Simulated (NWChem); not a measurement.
System: C2H5S, doublet; SMILES [S]CC

Excerpt of the output:

```
             Northwest Computational Chemistry Package (NWChem) 7.3.0
             --------------------------------------------------------

                             Geometry "geometry" -> ""
                             -------------------------

 Output coordinates in angstroms (scale by  1.889725989 to convert to a.u.)

  No.       Tag          Charge          X              Y              Z
 ---- ---------------- ---------- -------------- -------------- --------------
    1 C                    6.0000     0.38544900    -1.59037200     0.00000000
    2 C                    6.0000    -0.61057200    -0.43437800     0.00000000
    3 S                   16.0000     0.09886100     1.22610800     0.00000000
    4 H                    1.0000     1.03888200    -1.54997900     0.89404100
    5 H                    1.0000    -0.14197900    -2.56763000     0.00000000
    6 H                    1.0000     1.03888200    -1.54997900    -0.89404100
    7 H                    1.0000    -1.29690700    -0.47958100     0.87806700
    8 H                    1.0000    -1.29690700    -0.47958100    -0.87806700

 Effective nuclear repulsion energy (a.u.)      97.3411613184

                                 NWChem DFT Module
                                 -----------------

 Summary of "ao basis" -> "ao basis" (spherical)
 ------------------------------------------------------------------------------
       Tag                 Description            Shells   Functions and Types
 ---------------- ------------------------------  ------  ---------------------
 C                          def2-svp                 6       14   3s2p1d
 S                          def2-svp                 8       18   4s3p1d
 H                          def2-svp                 3        5   2s1p

 in cosmo_initialize ...
 calling solv_data for solv:propanol

 solvent parameters
 solvname_short: propanol
 solvname_long:  1-propanol
 dielec:       20.5240
 dielecinf:     1.9182
 nonaqueous SMD model solvent descriptors
 dielec:       20.5240
 sola:          0.3700
 solb:          0.4800
 solc:          0.0000
 solg:         33.5700
 solh:          0.0000
 soln:          1.3850

          ---------------
          -cosmo- solvent
          ---------------
 Cosmo: York-Karplus, doi: 10.1021/jp992097l
 dielectric constant -eps-     =  20.52
 screen = (eps-1)/(eps    )    =   0.95128
 surface charge correction     = lagrangian

   van der Waals surface
 --------------------------

 ---------- ATOMIC COORDINATES (A.U.) ------------ VDWR(ANG.) --
     1    0.72839299   -3.00536730    0.00000000     1.850
     2   -1.15381378   -0.82085540    0.00000000     1.850
     3    0.18682020    2.31700815    0.00000000     2.490
     4    1.96320231   -2.92903560    1.68949251     1.200
     5   -0.26830141   -4.85211714    0.00000000     1.200
     6    1.96320231   -2.92903560   -1.68949251     1.200
     7   -2.45079886   -0.90627668    1.65930603     1.200
     8   -2.45079886   -0.90627668   -1.65930603     1.200
 number of segments per atom =        128
 number of   points per atom =        128
 atom (   nspa,  nppa )
 ----------------------
    1 (     56,     0 )       0
    2 (     28,     0 )       0
    3 (    104,     0 )       0
    4 (     56,     0 )       0
    5 (     54,     0 )       0
    6 (     56,     0 )       0
    7 (     49,     0 )       0
    8 (     49,     0 )       0
 number of -cosmo- surface points =      452
 molecular surface =    115.530 angstrom**2
 molecular volume  =     95.412 angstrom**3
 -lineq- algorithm             =   0
 -bem- low  level              =   3
 -bem- from -octahedral-
 gaussian surface charge width =   4.50000
 degree of switching           =   1.00000
 switching function tolerance  =   0.00010
 atomic radii =
 --------------
    1  6.000  1.850
    2  6.000  1.850
    3 16.000  2.490
    4  1.000  1.200
    5  1.000  1.200
    6  1.000  1.200
    7  1.000  1.200
    8  1.000  1.200
 ...... end of -cosmo- initialization ......

 nat:                     8
 ixmem:                  3618
 calling mnsol_interface()
 G(SMD-CDS) energy (kcal/mol)  =    -1.859
 SMD-CDS SASA (angstrom**2)    =   120.202

[...]

                                COSMO-SMD solvation results
                                ---------------------------

             internal energy in gas <Psi(g)|H|Psi(g)> =      -476.950581723994
         internal energy in solvent <Psi(s)|H|Psi(s)> =      -476.949983950208
                               delta internal energy  =         0.000597773786 (    0.38 kcal/mol)
   total free energy in solvent <Psi(s)|H+V/2|Psi(s)> =      -476.954280366429
 polarization energy contribution <Psi(s)|V/2|Psi(s)> =        -0.004296416221 (   -2.70 kcal/mol)
    total free energy in solvent including G(SMD-CDS) =      -476.957242864441
                       G(SMD-CDS) energy contribution =        -0.002962498012 (   -1.86 kcal/mol)
     1 M fixed-concentration free energy of solvation =        -0.006661140446 (   -4.18 kcal/mol)

                    DFT Final Alpha Molecular Orbital Analysis
                    ------------------------------------------

 Vector   15  Occ=1.000000D+00  E=-3.496911D-01
              MO Center= -2.6D-02, -2.7D-01, -9.2D-10, r^2= 3.6D+00
   Bfn.  Coefficient  Atom+Function         Bfn.  Coefficient  Atom+Function
  ----- ------------  ---------------      ----- ------------  ---------------
    40      0.304513  3 S  py                37      0.290995  3 S  py
    52     -0.250143  5 H  s                 19     -0.235519  2 C  py
     5      0.195068  1 C  py                18     -0.191929  2 C  px
     4      0.172765  1 C  px                32      0.170427  3 S  s
    34      0.162092  3 S  py                39      0.121569  3 S  px

 Vector   16  Occ=1.000000D+00  E=-2.900086D-01
              MO Center= -7.6D-02,  8.8D-01, -3.8D-08, r^2= 2.2D+00
   Bfn.  Coefficient  Atom+Function         Bfn.  Coefficient  Atom+Function
  ----- ------------  ---------------      ----- ------------  ---------------
    41      0.622016  3 S  pz                38      0.441644  3 S  pz
    35      0.246655  3 S  pz                20     -0.189649  2 C  pz
    62     -0.176603  7 H  s                 67      0.176603  8 H  s
    23     -0.092621  2 C  pz                63     -0.091063  7 H  s
    68      0.091063  8 H  s                 48      0.067546  4 H  s

 Vector   17  Occ=1.000000D+00  E=-2.524898D-01
              MO Center=  6.6D-02,  1.0D+00,  3.5D-08, r^2= 1.9D+00
   Bfn.  Coefficient  Atom+Function         Bfn.  Coefficient  Atom+Function
  ----- ------------  ---------------      ----- ------------  ---------------
    39      0.606095  3 S  px                36      0.413116  3 S  px
    40     -0.266426  3 S  py                33      0.234865  3 S  px
     3     -0.173019  1 C  s                 37     -0.170618  3 S  py
     5     -0.126215  1 C  py                18     -0.107593  2 C  px
    34     -0.097341  3 S  py                62      0.077284  7 H  s

 Vector   18  Occ=0.000000D+00  E= 6.369747D-02
              MO Center= -3.7D-01, -1.8D-01, -3.1D-08, r^2= 5.0D+00
   Bfn.  Coefficient  Atom+Function         Bfn.  Coefficient  Atom+Function
  ----- ------------  ---------------      ----- ------------  ---------------
    17      1.996031  2 C  s                  3      0.820419  1 C  s
    63     -0.821067  7 H  s                 68     -0.821067  8 H  s
    40      0.771699  3 S  py                32     -0.764749  3 S  s
    48     -0.551814  4 H  s                 58     -0.551814  6 H  s
    22      0.521216  2 C  py                39      0.384947  3 S  px

 Vector   19  Occ=0.000000D+00  E= 9.821455D-02
              MO Center= -1.5D-01, -9.5D-01,  2.9D-09, r^2= 5.5D+00
   Bfn.  Coefficient  Atom+Function         Bfn.  Coefficient  Atom+Function
  ----- ------------  ---------------      ----- ------------  ---------------
     3      1.882192  1 C  s                 53     -1.174642  5 H  s
    21     -0.748342  2 C  px                40     -0.715406  3 S  py
    48     -0.522318  4 H  s                 58     -0.522318  6 H  s
    63     -0.462926  7 H  s                 68     -0.462926  8 H  s
    32      0.455643  3 S  s                 22     -0.340774  2 C  py

 Vector   20  Occ=0.000000D+00  E= 1.237285D-01
              MO Center= -5.8D-03, -1.1D+00, -3.2D-07, r^2= 6.2D+00
   Bfn.  Coefficient  Atom+Function         Bfn.  Coefficient  Atom+Function
  ----- ------------  ---------------      ----- ------------  ---------------
     3      2.426465  1 C  s                 17     -2.095477  2 C  s
    48     -1.163895  4 H  s                 58     -1.163893  6 H  s
    63      1.059735  7 H  s                 68      1.059738  8 H  s
    22      0.441107  2 C  py                 8      0.319591  1 C  py
    53     -0.254573  5 H  s                 21      0.234147  2 C  px

                     DFT Final Beta Molecular Orbital Analysis
                     -----------------------------------------

 Vector   14  Occ=1.000000D+00  E=-3.618189D-01
              MO Center=  8.6D-02, -1.1D+00, -7.7D-10, r^2= 2.4D+00
   Bfn.  Coefficient  Atom+Function         Bfn.  Coefficient  Atom+Function
  ----- ------------  ---------------      ----- ------------  ---------------
     6      0.343856  1 C  pz                20     -0.271799  2 C  pz
    47      0.266074  4 H  s                 57     -0.266074  6 H  s
    62     -0.209244  7 H  s                 67      0.209244  8 H  s
     9      0.167744  1 C  pz                23     -0.137587  2 C  pz
    48      0.121180  4 H  s                 58     -0.121180  6 H  s

[...]
```

Level: PBE0/def2-SVP, spin-unrestricted, SMD on the gas-phase geometry. In the optimisation the excess spin sits in a" (Cs, its own frame). Coordinates come from a PBE-D3(BJ)/def2-SVP, spin-unrestricted optimisation. No stability test was run on the SCF state. Solvent: 1-propanol.

Problem. Reconstruct the input file.

Solution. One answer among several that fit: the input that was run:
```
start job
memory heap 200 mb stack 900 mb global 1100 mb
geometry units angstroms noautosym nocenter noautoz
  C      0.385449    -1.590372     0.000000
  C     -0.610572    -0.434378     0.000000
  S      0.098861     1.226108     0.000000
  H      1.038882    -1.549979     0.894041
  H     -0.141979    -2.567630     0.000000
  H      1.038882    -1.549979    -0.894041
  H     -1.296907    -0.479581     0.878067
  H     -1.296907    -0.479581    -0.878067
end
basis spherical
  C library def2-svp
  S library def2-svp
  H library def2-svp
end
dft
  odft
  mult 2
  xc pbe0
  iterations 150
end
cosmo
  do_cosmo_smd true
  solvent propanol
end
task dft energy
```
